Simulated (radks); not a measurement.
Values are calculated unless marked as measured or tabulated.
Polarisability of neutral molybdenum, [Kr] 4d5 5s1, at imaginary frequency. Code: a radial shooting solver on a logarithmic mesh with Libxc functionals. Model: scalar-relativistic Kohn-Sham, LDA (Slater exchange, Perdew-Wang correlation), spin-polarised, spherical densities, finite nucleus; open shells are filled with parallel spins first (spin-orbit coupling, left out, can overturn this in heavy ions); Fermi nuclear charge, rms radius 4.4091 fm. Response by self-consistent Sternheimer equations with the Hartree and adiabatic LDA kernel, the relativistic mass of each level held fixed and spin-orbit coupling left out.

w (hartree)  alpha1(iw) (bohr^3)
0.00266                    71.30
0.0143                     70.76
0.0360                     67.95
0.0697                     60.45
0.118                      48.13
0.186                      34.70
0.280                      23.72
0.413                      15.86
0.605                      10.39
0.892                      6.567
1.35                       3.886
2.12                       2.046
3.59                      0.8954
6.94                      0.3042
17.5                     0.06952

Static values: alpha1 = 71.31 bohr^3 (10.57 angstrom^3; uncoupled 124.1). C6 = 742.2, triple-dipole C9 = 36330 atomic units. One-pole (London) frequency 4 C6 / (3 alpha1^2) = 0.195 hartree, against 0.172 for minus the highest occupied eigenvalue. Recommended static value: 87 bohr^3 (Schwerdtfeger and Nagle, 2023 table).
